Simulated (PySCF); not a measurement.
**Static response to an electric field**

B2FH7N2.
Atom-mapped SMILES: `[F:1][BH-:2]1[NH2+:3][BH2-:4][NH2+:5]1` (hydrogens: H6 on B2; H7, H8 on N3; H9, H10 on B4; H11, H12 on N5)

Structure used (PBE0-D3(BJ)/def2-SVP), in Å, numbered top down from 1:
```
atom  x, y, z in Å
F1     1.737    0.092   -1.160
B2     0.974   -0.058   -0.022
N3    -0.256   -1.036   -0.287
B4    -1.214    0.171    0.139
N5     0.012    1.196    0.188
H6     1.582   -0.346    0.995
H7    -0.327   -1.313   -1.264
H8    -0.289   -1.871    0.291
H9    -2.030    0.452   -0.719
H10   -1.676   -0.010    1.249
H11    0.142    1.712    1.053
H12    0.052    1.851   -0.591
```

Level: B3LYP/def2-SVPD (PySCF), static field, nuclei fixed, core orbitals frozen in the response. The polarisability tensor in these axes (au):

```
x   50.51 -0.47  0.06
y   -0.47 46.73  0.01
z    0.06  0.01 46.62
```

Problem. Give the principal values, the mean and the anisotropy Δα = √{½[(α1 − α2)² + (α2 − α3)² + (α1 − α3)²]}.

Solution. Principal values 46.61, 46.68 and 50.56 au; mean 47.95 au = 7.11 Å³ = 7.91 × 10⁻⁴⁰ C²·m²/J; Δα = 3.92 au (8 % of the mean).

Problem. What is the dipole moment, and where does it point?

Solution. (-0.66, 0.01, 0.34) D, 0.74 D in size, pointing from the negative to the positive side. Measured along this direction, the outermost atoms are F1 at the negative end and H10 at the positive end.

Problem. What depolarisation ratio follows for Rayleigh scattering of linearly polarised light, taking the static tensor?

Solution. ρ = 3Δα²/(45ᾱ² + 4Δα²) = 46.1/(103473 + 61.5) = 0.000445.

Problem. Find the Langevin capture rate constant for H3+ (3.023 u) meeting this molecule (76.078 u), k = 2.342 × 10⁻⁹ cm³/s × √(α in Å³ / reduced mass in u).

Solution. The reduced mass is 2.91 u, so k = 3.66 × 10⁻⁹ cm³/s. The formula leaves out the permanent dipole, which adds to the capture rate.

Problem. How large is μ²/3kT at 400 K beside α?

Solution. In Gaussian units μ²/3kT = 3.31 Å³ against 7.11 Å³, a ratio of 0.47; the Debye molar polarisation (4π/3)N_A(α + μ²/3kT) is 26.3 cm³/mol, leaving out the vibrational part.

One conformer (not necessarily the lowest) at the PBE0-D3(BJ)/def2-SVP geometry, without solvent, vibrations or thermal averaging.

The run behind these numbers computed excited states and ΔSCF ions as well. Time: 36 s. Hardware: one thread, x86-64 server, no GPU, shared host.
